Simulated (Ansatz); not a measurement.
Au2I. The state is a doublet with charge 0. Geometry PBE0-D4/def2-TZVP, basis def2-TZVP, Ansatz.

Cartesian coordinates in Å:
```
Au 1.208 0.771 0.591
Au -1.416 0.548 0.314
I 0.208 -1.319 -0.905
```

| run | HOMO (eV) | LUMO (eV) |
| --- | --- | --- |
| A | -5.21 | -4.38 |
| B | -7.50 | -1.77 |
| C | -5.66 | -3.65 |
| D | -5.02 | -4.49 |
| E | -5.26 | -4.87 |

In the def2 sets Au, I take a core potential; there is no spin–orbit coupling. LC-ωPBE has ω = 0.4 bohr⁻¹. No other spin state of charge 0 was run. Another isomer (doublet) lies 0.19 eV lower at PBE0-D4/def2-TZVP; other spin states weren't run for this one.

HOMO and LUMO are taken over both spins.

Question: The runs used LC-ωPBE, LDA (SPW92), PBE, PBE0, r2SCAN. Estimate which is which.

Answer: A r2SCAN (0 % exact exchange); B LC-ωPBE (range-separated); C PBE0 (25 % exact exchange); D PBE (0 % exact exchange); E LDA (SPW92) (0 % exact exchange). Exact exchange lowers occupied and raises empty levels; among semilocal functionals meta-GGAs tend to open the gap a little, and such runs are hard to tell apart. The gap grows from 0.39 eV (LDA (SPW92)) to 5.74 eV (LC-ωPBE).
